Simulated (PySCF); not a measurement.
Gas-phase reaction: In2O + 3 N + 2 OH ⇌ 2 InH + 3 NO

Energies from PySCF, thermal terms from the rigid-rotor harmonic-oscillator model, ideal gas at 1 bar. † marks an energy on the PBE0/def2-TZVP geometry and frequencies. MP2 and CCSD(T) freeze the core. Open shells (unrestricted): N (multiplicity 4), OH (multiplicity 2, electronic degeneracy 4), NO (multiplicity 2, electronic degeneracy 4); the rest are closed-shell singlets. Spin-orbit splitting is ignored; it lowers the true energy and changes the entropy of OH, NO. In: scalar-relativistic def2 core potential, no spin-orbit coupling. InH: computed as isolated molecules; such fragments, hydroxides, amides, oligomers or adducts are transient or little studied in the gas. MP2 isn't extrapolated to the basis-set limit; its ΔH°(298 K) is -719.7 kJ in def2-SVP and -721.9 kJ in def2-TZVPP. CCSD(T) isn't extrapolated to the basis-set limit; its ΔH°(298 K) is -709.8 kJ in def2-SVP and -703.2 kJ in def2-TZVPP. The harmonic model lacks anharmonicity and excited electronic states, which grow with temperature; levels with a mode under 35 cm⁻¹ are left out. Soft modes under 120 cm⁻¹ make the harmonic entropy rough for In2O. Warning, large T1 diagnostic: In2O (CCSD(T)/def2-TZVPP†).

| level | ΔE electronic, kJ | ΔH°(298 K), kJ | ΔS°(298 K), J/K | ΔG°(600 K), kJ |
|---|---|---|---|---|
| CCSD(T)/def2-TZVPP† | -699 | -703 | -85 | -649 |
| HF/def2-TZVP† | -37 | -42 | -85 | 13 |
| MP2/def2-TZVPP† | -717 | -722 | -85 | -667 |
| PBE0/def2-QZVP† | -795 | -800 | -85 | -746 |
| PBE0/def2-SVP† | -856 | -861 | -85 | -806 |
| r2SCAN/def2-TZVP† | -748 | -753 | -85 | -698 |
| LDA/def2-TZVP† | -1111 | -1115 | -85 | -1061 |
ΔH° is lowest at LDA/def2-TZVP† and highest at HF/def2-TZVP†. No reference value is set beside these.
